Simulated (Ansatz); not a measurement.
`[OH][Zr]([F])([F])[F]` + HI → `[F][Zr]([F])([F])[I]` + H₂O at 600 K and 1 bar (ligand exchange at a Zr–O bond).

Isolated molecules relaxed with PBE0-D4/def2-TZVP in Ansatz; ΔE leaves out vibrations. CCSD(T)/CBS is the MP2 limit (def2-TZVPP, def2-QZVPP) plus CCSD(T) − MP2 in def2-TZVPP, frozen cores. This one scheme is used for every species. def2 core potentials past Kr. For I, Zr outer-core shells are correlated without core-valence functions, which leaves a few kJ/mol of doubt a bond. Each species was taken in one conformer, which may not be the lowest.

```csv
species,CCSD(T)/CBS energy (Eh),H − E (kJ/mol),S (J/(mol·K))
`[OH][Zr]([F])([F])[F]`,-422.45878,103.7,425.7
HI,-298.03592,31.6,227.0
`[F][Zr]([F])([F])[I]`,-644.12135,68.5,433.3
H₂O,-76.37941,76.8,212.8
```

H − E and S are ideal-gas, rigid-rotor, harmonic terms from PBE0-D4/def2-TZVP, for one conformer and one mirror image of each species. 1 Eh = 2625.50 kJ/mol, R = 8.31446 J/(mol·K).

**Question.** By hand: ΔE, ΔH, ΔS and ΔG.

**Answer.** ΔE = (-644.12135) + (-76.37941) − (-422.45878) − (-298.03592) = -0.00606 Eh = -15.9 kJ/mol. Δ(H − E) = 68.5 + 76.8 − 103.7 − 31.6 = 10.0, so ΔH = -5.9 kJ/mol. ΔS = 433.3 + 212.8 − 425.7 − 227.0 = -6.6 J/(mol·K). ΔG = -5.9 − 600 × (-6.6)/1000 = -1.9 kJ/mol.

**Question.** By hand: the equilibrium constant, and the temperature at which ΔG would vanish if ΔH and ΔS stayed fixed.

**Answer.** log₁₀ K = −ΔG/(RT ln 10) = 0.2. ΔG = 0 at ΔH/ΔS = 894 K, though so small a ΔH makes that figure unsure.

TΔS isn't small against ΔH here. The sign of ΔG lies within the doubt. A doubt of 5 kJ/mol in ΔE shifts log₁₀ K by 0.4 here. Other conformers and mirror images would add mixing entropy, several J/(mol·K) or more a flexible species. These are equilibria of isolated gas molecules and say nothing of rates. Largest T1 diagnostic: 0.017 (customary marks: 0.02 for closed shells, 0.045 for open ones).
